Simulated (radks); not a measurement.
Values are calculated unless marked as measured or tabulated.
All-electron atom: neutral cadmium in [Kr] 4d10 5s1 5p1 (not the ground configuration).

Level of theory: scalar-relativistic Kohn-Sham, PBE, spin-unpolarised, spherical densities, finite nucleus; Fermi nuclear charge, rms radius 4.6087 fm (a radial shooting solver on a logarithmic mesh with Libxc functionals).

Energy parts (Ry):
total: -11188.71221
kinetic: 11642.14875
electron-nucleus: -27045.65358
Hartree: 4523.24465
exchange-correlation: -308.45203

Orbitals (lengths in bohr, moments of r in powers of bohr; <r^-3> diverges for s and p1/2):
1s: occ. 2; eigenvalue (Ry) -1949.646; <r> 0.03040; <1/r> 50.64
2s: occ. 2; eigenvalue (Ry) -289.5702; <r> 0.1317; <1/r> 11.52
2p: occ. 6; eigenvalue (Ry) -259.8495; <r> 0.1149; <r^-3> 4068; <1/r> 11.11
3s: occ. 2; eigenvalue (Ry) -54.08599; <r> 0.3583; <1/r> 4.062
3p: occ. 6; eigenvalue (Ry) -44.33518; <r> 0.3571; <r^-3> 735.9; <1/r> 3.869
3d: occ. 10; eigenvalue (Ry) -29.07405; <r> 0.3347; <r^-3> 100.8; <1/r> 3.642
4s: occ. 2; eigenvalue (Ry) -7.92995; <r> 0.8792; <1/r> 1.572
4p: occ. 6; eigenvalue (Ry) -5.06814; <r> 0.9602; <r^-3> 124.7; <1/r> 1.416
4d: occ. 10; eigenvalue (Ry) -1.00422; <r> 1.280; <r^-3> 10.32; <1/r> 1.058
5s: occ. 1; eigenvalue (Ry) -0.50919; <r> 2.812; <1/r> 0.4569
5p: occ. 1; eigenvalue (Ry) -0.15259; <r> 4.185; <r^-3> 4.562; <1/r> 0.3069

The highest occupied level is 5p at -2.076 eV. The density falls to 0.001 e/bohr^3 at r = 4.63 bohr. Summed over all electrons, <r^2> = 60.71 bohr^2, which gives a Langevin (diamagnetic) susceptibility term of -48.1 x 10^-6 cm^3/mol. The electron density at the nucleus is 1.637e+05 e/bohr^3 (large components only).
